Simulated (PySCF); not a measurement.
C4H6Si, SMILES C#C[SiH2]C=C.

Coordinates come from a PBE0-D3(BJ)/def2-SVP optimisation. Other conformers were not sampled.

Two levels are set side by side: TDA-PBE/def2-SVPD (PySCF) and TDA-M06-2X/def2-SVPD (PySCF). Vertical, same geometry. The lowest singlet is HOMO−1→LUMO 77 % with PBE and HOMO−1→LUMO+1 26 %, HOMO−1→LUMO+2 12 %, HOMO→LUMO+2 10 %, HOMO−2→LUMO 6 % with the other functional; states are paired by order. Differences are taken from unrounded values.

```csv
quantity,TDA-M06-2X,TDA-PBE,TDA-PBE minus TDA-M06-2X
lowest singlet excitation (eV),5.58,5.30,-0.28
lowest triplet excitation (TDA) (eV),4.59,4.33,-0.26
first bright state (f over 0.05) (eV),7.50,6.97,-0.53
its oscillator strength,0.08,0.06,-0.02
```

A lower first singlet is the usual sign of a functional without exact exchange. Differences between two approximate levels are no errors against the true value.

Rough cost on one machine, each run with all the roots and properties that it gave: TDA-M06-2X against TDA-PBE about 5 times.
